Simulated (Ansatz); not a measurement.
A nudged elastic band was laid between two geometries of CH₈Si₂Te (12 atoms, charge 0, multiplicity 1).

The calculation used Ansatz, RKS r2SCAN-D4/def2-SVP.

```
movable images  : 7
climbing image  : yes
spring          : 5.0 eV/Å²
optimiser       : quadratic models (default)
start path      : IDPP
force threshold : 0.03 eV/Å
iteration limit : 60
end points      : relaxed
```

First end point:

```xyz
12
Properties=species:S:1:pos:R:3
Si -0.932 1.370 -0.643
C -0.519 -0.323 0.088
Si 1.142 -0.352 0.983
Te -0.556 -1.801 -1.532
H -2.141 1.283 -1.518
H -1.214 2.331 0.468
H 0.218 1.871 -1.452
H -1.313 -0.610 0.799
H 2.241 -0.030 0.027
H 1.134 0.663 2.083
H 1.387 -1.701 1.576
H 0.630 -2.757 -0.845
```

Last end point:

```xyz
12
Properties=species:S:1:pos:R:3
Si -0.649 1.139 -1.202
C -0.565 -0.113 0.212
Si 1.123 -0.161 1.051
Te -1.095 -2.087 -0.584
H -1.924 0.980 -1.966
H -0.599 2.523 -0.639
H 0.502 0.938 -2.130
H -1.333 0.144 0.964
H 1.455 1.196 1.588
H 1.110 -1.135 2.184
H 2.168 -0.568 0.066
H -0.115 -2.912 0.489
```

(1) What changes between the two ends?

(2) What energy profile does the band end with?

(3) What is the geometry of the highest image?

(4) What are the harmonic wavenumbers there?

Results:

(1) No bond is made or broken. The dihedral Te4–C2–Si3–H11 goes from -60 to 60°. The two ends are copies of one structure, up to a mirror image or an exchange of like atoms.

(2) The run converged. The highest image is number 4 of 0 to 8, 0.115 eV above the ends, which have the same energy within 2 meV. A vibrational analysis at the climbing image gives one clearly imaginary mode, 152i cm⁻¹: a first-order saddle point.

| image | path coordinate (Å) | energy (eV) | dihedral Te4–C2–Si3–H11 (°) |
| --- | --- | --- | --- |
| 0 | 0.00 | 0.000 | -60 |
| 1 | 0.63 | 0.012 | -49 |
| 2 | 1.26 | 0.049 | -33 |
| 3 | 1.89 | 0.094 | -16 |
| 4 | 2.52 | 0.115 | 2 |
| 5 | 3.09 | 0.098 | 18 |
| 6 | 3.66 | 0.056 | 33 |
| 7 | 4.24 | 0.015 | 48 |
| 8 | 4.81 | 0.000 | 60 |

(3) 
```xyz
12
Properties=species:S:1:pos:R:3
Si -0.683 1.245 -1.043
C -0.547 -0.206 0.162
Si 1.130 -0.220 1.054
Te -1.006 -2.047 -0.940
H -1.970 1.178 -1.803
H -0.644 2.526 -0.274
H 0.453 1.212 -2.009
H -1.341 -0.102 0.922
H 1.974 0.920 0.578
H 0.905 -0.052 2.522
H 1.884 -1.485 0.822
H -0.079 -3.024 0.045
```

(4) 152i, 88, 130, 161, 185, 207, 398, 585, 595, 615, 662, 715, 778, 824, 911, 932, 938, 942, 946, 950, 1031, 1062, 2114, 2207, 2211, 2217, 2221, 2234, 2240, 3085 cm⁻¹.

Time of the run: 92 s on 2 threads of AMD EPYC 9R45 96-Core Processor (Zen 5), with other jobs on the host, peak memory 0.21 GiB.
